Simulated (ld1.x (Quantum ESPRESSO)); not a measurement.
Values are calculated unless marked as measured or tabulated.
## Hardness and transferability of assorted potentials

Generated with ld1.x 7.5 (TM, RRKJ, ultrasoft, PAW), atompaw 4.2 or ONCVPSP 4.0.1. The cutoff is in Ry: for ld1.x and atompaw files where the sum of valence levels is converged to 10 mRy in a Bessel basis, for ONCV files where the hardest occupied wave has 1 mHa per electron of residual kinetic energy. The error is the largest all-electron minus pseudo excitation energy over each file’s own four to seven test configurations (ionisations up to +4, promotions, holes and added fractions of an electron), all of which were solved. The labels leave out finer settings (local radius, basis sizes, second energies), which also bear on the numbers. Spin-polarised tests are not counted. The rows are a selection from randomly drawn settings: files with unsolved tests, undetermined cutoffs or missed reference levels are left out.

A true bound ghost makes a file unfit for plane-wave use even where its test errors are small: the radial tests pick states by their node count and pass the ghost by.

```csv
element,potential,cutoff (Ry),largest error (meV),bound ghosts
Li,"PAW, PBE, scalar-relativistic, rc 3.25/4.20/3.90 (spd), local smoothed, core correction yes, reference 2s1 2p0",6,-1.1,none
B,"TM, PBE, non-relativistic, rc 1.20/2.40/2.40 (spd), local smoothed, core correction no, reference 2s2 2p1",21,+154,none
O,"PAW, PBEsol, non-relativistic, rc 0.65/1.90/2.05 (spd), local smoothed, core correction yes, reference 2s2 2p3",90,-13,none
Mg,"TM, PBE, scalar-relativistic, rc 2.85/0.80/2.55 (spd), local smoothed, core correction no, reference 2p6 3s2 3p0",230,-895,none
Cl,"RRKJ, LDA (PZ), scalar-relativistic, rc 1.15/1.10 (sp), local s, core correction yes, reference 3s2 3p3",80,+84,none
Ge,"TM, PBE, scalar-relativistic, rc 1.65/2.05/2.25 (spd), local smoothed, core correction yes, reference 4s2 4p1",30,-201,none
```

Task: Fill in the row for Rh: ultrasoft, revPBE, scalar-relativistic, rc 2.30/2.35/1.65 (spd), local smoothed, core correction yes, reference 4d6 5s0 5p0.

Result: cutoff 40 Ry, largest error -408 meV, bound ghosts: p.
